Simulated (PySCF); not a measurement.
**Potential energy of BeB⁺ along the bond**

Set-up: PySCF, no relativity, basis sets Be pcseg-1, B pcseg-1. Energies in eV from Be + B⁺ in their ground configurations at the same level. All curves are PBE0. state 1: ¹Σ⁺ (singlet), closed shell; state 2: triplet, unpaired electrons σ ↑, π ↑, a second solution, started from another occupation; state 3: ³Σ⁺ (triplet), unpaired electrons σ ↑↑, a second solution, started from another occupation; state 4: Ms = 0 determinant of mixed spin (⟨S²⟩ near 1.0), unpaired electrons σ ↑, π ↓, a second solution, started from another occupation.

```json
{"R (Å)": "1.891", "state 1": "-1.795", "state 2": "-1.603", "state 3": "-1.028", "state 4": "-1.057"}
{"R (Å)": "1.979", "state 1": "-1.962", "state 2": "-1.501", "state 3": "-1.125", "state 4": "-0.957"}
{"R (Å)": "2.067", "state 1": "-2.053", "state 2": "-1.359", "state 3": "-1.159", "state 4": "-0.829"}
{"R (Å)": "2.133", "state 1": "-2.085", "state 2": "-1.240", "state 3": "-1.155", "state 4": "-0.727"}
{"R (Å)": "2.199", "state 1": "-2.093", "state 2": "-1.115", "state 3": "-1.135", "state 4": "-0.626"}
{"R (Å)": "2.265", "state 1": "-2.083", "state 2": "-0.991", "state 3": "-1.103", "state 4": "-0.528"}
{"R (Å)": "2.353", "state 1": "-2.049", "state 2": "-0.831", "state 3": "-1.049", "state 4": "-0.407"}
{"R (Å)": "2.463", "state 1": "-1.984", "state 2": "-0.647", "state 3": "-0.972", "state 4": "-0.273"}
{"R (Å)": "2.595", "state 1": "-1.887", "state 2": "-0.458", "state 3": "-0.879", "state 4": "-0.139"}
{"R (Å)": "2.771", "state 1": "-1.744", "state 2": "-0.259", "state 3": "-0.763", "state 4": "-0.003"}
```

Q: Put a parabola through the three lowest points of the state 1 curve and estimate Re, k and ωe (reduced mass 4.956 u; 1 eV/Å² = 0.16022 mdyn/Å; ωe = 1302.8·√(k/μ) cm⁻¹).

A: Through R = 2.133, 2.199, 2.265 Å the second-order coefficient is 2.07 eV/Å², so Re ≈ 2.195 Å, k ≈ 0.662 mdyn/Å and ωe ≈ 476 cm⁻¹. A polynomial fit of higher order to the unrounded PBE0 energies gives Re = 2.193 Å, k = 0.681 mdyn/Å, ωe = 483 cm⁻¹; anharmonicity and rounding make the difference.

The higher-order fit for each curve: state 1: Re = 2.193 Å, ωe = 483 cm⁻¹, De = 2.09 eV; state 3: Re = 2.089 Å, ωe = 517 cm⁻¹, minimum 1.16 eV below the ground-state fragments. State 2 gave no clean fit. State 4 gave no clean fit.

For an ion De counts to the pair picked by the measured ionisation energies or electron affinities, which need not be the lowest pair at this level.
